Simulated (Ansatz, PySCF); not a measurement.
Sn(OH)3(NH2) (H5NO3Sn), SMILES [OH][Sn]([OH])([OH])[NH2]. Atoms are numbered in the order given.

```xyz
10

N      1.7009    -0.8205    -0.7733
Sn     0.0107     0.0034    -0.0066
O      0.2792     1.6903     1.0052
O     -1.1576     0.2726    -1.5866
O     -0.8608    -1.1533     1.3544
H      1.7416    -0.6698    -1.7829
H      2.5375    -0.4020    -0.3639
H     -0.0604     1.5890     1.9074
H     -2.0054     0.6705    -1.3425
H     -0.7429    -2.0905     1.1416
```

Coordinates come from a B3LYP-D3(BJ)/def2-SVP optimisation. The structure was generated by enumeration; whether it is a known compound was not checked. The def2 effective core potentials stand for the cores of Sn; spin–orbit coupling is left out. One conformer was computed; it need not be the lowest.

Vertical ionisation energy (IE) and electron affinity (EA) in eV. Rows of orbital energies are one-electron estimates. Where ΔSCF, EOM or ADC give a negative EA the extra electron is unbound and the value depends on the basis.

| level | IE | EA |
|---|---|---|
| −ε(HOMO), −ε(LUMO), CAM-B3LYP/def2-TZVP (PySCF) | 9.56 | 0.58 |
| −ε(HOMO), −ε(LUMO), PBE/def2-TZVP (PySCF) | 6.58 | 2.46 |
| ΔSCF, CAM-B3LYP/def2-SVPD (Ansatz), final states of multiplicity 2 and 2 | 10.59 | 0.15 |
| ΔSCF, PBE/def2-SVPD (Ansatz), final states of multiplicity 2 and 2 | 9.75 | 0.33 |

Task: What vertical singlet–triplet gap does ΔSCF give with CAM-B3LYP/def2-SVPD (Ansatz, a first-principles code) and with PBE/def2-SVPD (Ansatz)? (The exact figures need the calculation; the answer reports its results.)

Result: 5.04 and 4.19 eV (triplet above singlet where positive).
